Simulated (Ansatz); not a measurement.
C2H6O4W, SMILES `C[O][W](=[O])(=[O])[O]C`. Total charge 0; spin multiplicity 1. Correlated methods include outer-core shells of W, which these sets cover unevenly. W: def2 effective core potential.

```xyz
13

C    -0.210    0.941    2.781
O    -0.155    0.748    1.389
W     0.130   -0.587    0.125
O     1.683   -1.273    0.328
O    -0.998   -1.853    0.336
O    -0.033    0.145   -1.579
C     0.050   -0.216   -2.935
H     0.753    0.695    3.237
H    -0.991    0.315    3.222
H    -0.441    1.990    2.975
H     1.048   -0.599   -3.166
H    -0.142    0.673   -3.540
H    -0.695   -0.979   -3.172
```

Q: Give the diagnostics of a CCSD(T)/def2-TZVPP run (frozen core, the Gaussian-basis code of Ansatz). (An estimate is asked.)

A: Computed: T1 = 0.0209, largest single amplitude 0.058, largest double 0.032, (T) share of the correlation energy 5.0 %, 12 CCSD cycles. The RHF solution is stable towards an unrestricted one. T1 lies over the customary mark of 0.02 for closed shells; compounds of d metals often pass it without a breakdown.
